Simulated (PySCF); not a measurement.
Job file and geometry (Å, from GFN2-xTB) of an NMR shielding run on SMILES NP1CCSCC1, C$_{4}$H$_{10}$NPS, PySCF 2.14.0, density-fitted response routines, GIAO PBE0/pcSseg-1 NMR shielding, non-relativistic, gas phase; density fitting, a coarse starting grid and PySCF grid level 2 are the driver's defaults:

```
$ OMP_NUM_THREADS=1 python probes_run.py task.json out

{"job": {"kind": "nmr", "xc": "PBE0", "basis": "pcSseg-1"}, "charge": 0, "multiplicity": 1}
N      1.887204    -1.593789     0.438589
P      0.679626    -0.536284     0.982887
C     -0.705308    -1.233425    -0.049916
C     -1.914216    -0.316673    -0.060618
S     -1.625242     1.187268    -1.044734
C     -0.254535     1.894017    -0.079359
C      0.962511     0.987255    -0.075360
H      2.697330    -1.631593     1.042226
H      2.176030    -1.473372    -0.527283
H     -0.977221    -2.196726     0.391658
H     -0.350336    -1.415528    -1.069321
H     -2.773931    -0.798017    -0.527944
H     -2.184914    -0.005401     0.950450
H     -0.617091     2.076278     0.933828
H     -0.035594     2.849193    -0.558127
H      1.816803     1.530337     0.343499
H      1.211885     0.688491    -1.100384
```

Task: Write the output of this run.

Result: 
```
coarse grid: 14856 points
cycle   1  E = -952.0808790773  dE =  7.945e-01  |g| = 4.398e-01  |ddm| = 3.840e+00
cycle   2  E = -952.0705769526  dE =  1.030e-02  |g| = 5.054e-01  |ddm| = 8.774e-01
cycle   3  E = -952.1275609303  dE = -5.698e-02  |g| = 5.614e-02  |ddm| = 4.687e-01
cycle   4  E = -952.1282652540  dE = -7.043e-04  |g| = 1.966e-02  |ddm| = 9.708e-02
cycle   5  E = -952.1283455007  dE = -8.025e-05  |g| = 6.942e-03  |ddm| = 2.736e-02
cycle   6  E = -952.1283563303  dE = -1.083e-05  |g| = 2.176e-03  |ddm| = 9.741e-03
cycle   7  E = -952.1283573995  dE = -1.069e-06  |g| = 4.875e-04  |ddm| = 2.930e-03
final grid: 133216 points
cycle   8  E = -952.1705488530  dE = -3.464e-05  |g| = 1.002e-02  |ddm| = 3.083e-02
cycle   9  E = -952.1705304583  dE =  1.839e-05  |g| = 1.334e-02  |ddm| = 1.964e-02
cycle  10  E = -952.1705724879  dE = -4.203e-05  |g| = 5.646e-04  |ddm| = 1.231e-02
cycle  11  E = -952.1705725626  dE = -7.473e-08  |g| = 2.289e-04  |ddm| = 1.109e-03
cycle  12  E = -952.1705725735  dE = -1.088e-08  |g| = 8.462e-05  |ddm| = 2.803e-04
cycle  13  E = -952.1705725750  dE = -1.542e-09  |g| = 1.522e-05  |ddm| = 8.869e-05
cycle  14  E = -952.1705725751  dE = -5.775e-11  |g| = 4.402e-06  |ddm| = 2.216e-05
converged SCF energy = -952.1705725751

GIAO shielding tensors (ppm)
atom      isotropic    diamagn.    paramagn.     s11        s22        s33       span
  0 N      229.851     318.411     -88.560    197.836    235.197    256.520     58.683
  1 P      324.578     964.927    -640.349    278.086    286.124    409.525    131.438
  2 C      145.386     252.149    -106.762    128.336    147.058    160.764     32.428
  3 C      151.772     249.199     -97.427    137.834    150.095    167.389     29.555
  4 S      482.777    1055.192    -572.415    361.695    487.343    599.293    237.598
  5 C      152.563     249.168     -96.605    138.985    150.260    168.445     29.460
  6 C      140.692     252.986    -112.294    118.706    146.382    156.989     38.284
  7 H       30.328      30.238       0.091     22.776     26.055     42.154     19.378
  8 H       31.053      31.941      -0.887     23.416     29.641     40.104     16.688
  9 H       29.305      30.535      -1.230     24.947     27.673     35.293     10.345
 10 H       30.161      31.841      -1.679     27.320     29.561     33.603      6.284
 11 H       28.989      29.115      -0.126     22.613     27.241     37.112     14.499
 12 H       28.911      29.735      -0.824     24.234     27.945     34.555     10.322
 13 H       28.994      29.852      -0.858     24.332     28.009     34.641     10.309
 14 H       29.056      29.231      -0.175     22.663     27.313     37.192     14.529
 15 H       29.354      31.301      -1.947     25.384     27.858     34.821      9.437
 16 H       30.356      32.193      -1.838     27.650     29.744     33.674      6.024
```

Task: Turn these shieldings into chemical shifts. Shifts are taken against calculated references (same method and geometry level): ¹⁵N (σref 267.73) vs NH3; ³¹P (σref 318.38) vs H3PO4; TMS for ¹³C (σref 186.93) and ¹H (σref 31.72); CS2 for ³³S (σref 503.73).

Result: Averaging equivalent atoms: N 0: 37.9; P 1: -6.2; C 2/6: 43.9; C 3/5: 34.8; S 4: 21; H 11/12/13/14: 2.73; H 9/10/15/16: 1.92; H 7/8: 1.03 ppm. Experimental scales use liquid or dissolved standards, which lie at an offset from isolated NH3 (liquid NH3: subtract about 20 ppm) and H3PO4.

Size and cost of the density-fitted run: 183 basis functions, 95 s wall time (80 s CPU) on 1 thread of an Intel Xeon, shared host; peak memory 0.84 GiB.
